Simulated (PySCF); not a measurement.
**Radial density of K²⁺ (potassium, charge +2)**

MN15, [Ne] 3s2 3p5, 2P determinant. Computed with PySCF 2.14 in def2-SVP, with no relativity, point nucleus.

| r (bohr) | 4πr²ρ (e/bohr) | 4πr²(ρα − ρβ) |
| --- | --- | --- |
| 0.00152 | 0.1216 | 0.0000 |
| 0.00255 | 0.3359 | 0.0000 |
| 0.00429 | 0.8957 | 0.0000 |
| 0.00722 | 2.255 | 0.0000 |
| 0.0121 | 5.310 | 0.0001 |
| 0.0204 | 10.97 | 0.0005 |
| 0.0344 | 18.45 | 0.0034 |
| 0.0578 | 22.15 | 0.0178 |
| 0.0972 | 17.62 | 0.0678 |
| 0.164 | 16.83 | 0.1599 |
| 0.275 | 22.78 | 0.1427 |
| 0.463 | 12.36 | 0.0006 |
| 0.778 | 4.843 | 0.4488 |
| 1.31 | 5.533 | 0.7699 |
| 2.20 | 1.327 | 0.2147 |
| 3.70 | 0.03257 | 0.0059 |
| 6.23 | 0.001354 | 0.0003 |
| 10.5 | 4.517e-05 | 0.0000 |
